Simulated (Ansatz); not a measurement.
`[NH2][Mo](=[O])(=[O])[OH]` + `CSB(C)C` → `[CH3][Mo]([NH2])(=[O])=[O]` + `CSB(C)O`  (redistribution)

Program: Ansatz. Geometries: PBE0-D4/def2-TZVP. ΔE: electronic, gas phase. CCSD(T)/CBS adds triple-zeta CCSD(T) − MP2 to the extrapolated MP2 energy (def2 sets, frozen cores). DFT in def2-TZVPP. Elements past krypton have def2 core potentials. For Mo outer-core shells are correlated without core-valence functions, which leaves a few kJ/mol of doubt a bond. Each species was taken in one conformer, which may not be the lowest.

`[NH2][Mo](=[O])(=[O])[OH]`:

Cartesian coordinates in Å:
```
N 0.664 -1.246 -0.212
Mo 0.031 0.479 0.359
O 1.366 1.450 0.666
O -0.908 0.257 1.734
O -0.994 1.284 -0.996
H 0.215 -2.115 0.037
H 1.579 -1.397 -0.609
H -1.954 1.288 -0.978
```

`CSB(C)C`:

Cartesian coordinates in Å:
```
C 0.769 1.708 1.382
S 1.427 0.166 0.709
B 0.121 -0.526 -0.293
C -1.280 0.165 -0.441
C 0.450 -1.890 -0.996
H 0.574 2.428 0.587
H 1.524 2.119 2.052
H -0.145 1.529 1.947
H -1.218 1.248 -0.583
H -1.856 0.015 0.480
H -1.869 -0.257 -1.259
H 1.433 -2.305 -0.766
H -0.309 -2.636 -0.736
H 0.379 -1.764 -2.083
```

`[CH3][Mo]([NH2])(=[O])=[O]`:

```xyz
10

C     0.082    0.345   -1.514
Mo    0.495   -0.500    0.372
N    -0.798    0.206    1.608
O     0.343   -2.162    0.175
O     2.062   -0.029    0.753
H     0.168    1.432   -1.459
H    -0.928    0.071   -1.829
H     0.800   -0.035   -2.245
H    -0.602    0.969    2.241
H    -1.624   -0.298    1.898
```

`CSB(C)O`:

Cartesian coordinates in Å:
```
C -0.394 -0.065 -1.867
S -1.514 0.100 -0.459
B -0.408 0.083 0.983
C 1.148 -0.048 0.879
O -0.976 0.192 2.217
H 0.310 0.764 -1.905
H -1.009 -0.048 -2.766
H 0.148 -1.009 -1.826
H 1.441 -0.967 0.363
H 1.608 -0.050 1.869
H 1.580 0.777 0.304
H -1.934 0.270 2.209
```

CCSD(T)/CBS gives -0.25 eV.

Another level gave -0.18 eV. Which?
A. PBE/def2-TZVPP
B. r2SCAN0-D4/def2-TZVPP
C. CCSD/def2-TZVPP
D. SCS-MP2/def2-TZVPP

B. r2SCAN0-D4 -0.18, SCS-MP2/def2-TZVPP -0.22, PBE -0.13, CCSD/def2-TZVPP -0.28 eV.

What do rigid-rotor, harmonic-oscillator terms from PBE0-D4/def2-TZVP frequencies (298.15 K, 1 bar) make of the CCSD(T)/CBS value? (Best estimate.)

Ansatz gave: ΔZPE = +0.04 eV, ΔH = -0.22 eV, ΔS = -10 J/(mol·K), ΔG = -0.19 eV. Modes under 50 cm⁻¹ make the entropy rough.

Largest T1 diagnostic among the species: 0.025, so the coupled-cluster value is less sure than usual.

From BLYP to BHLYP (50 % exact exchange), in def2-TZVPP and without D4, ΔE moves by −0.09 eV. Leaving LDA and LC-ωPBE aside and taking each functional with its dispersion term where it has one, the values, not all of them listed here, spread over 0.13 eV, from BHLYP-D4 to revPBE-D4.
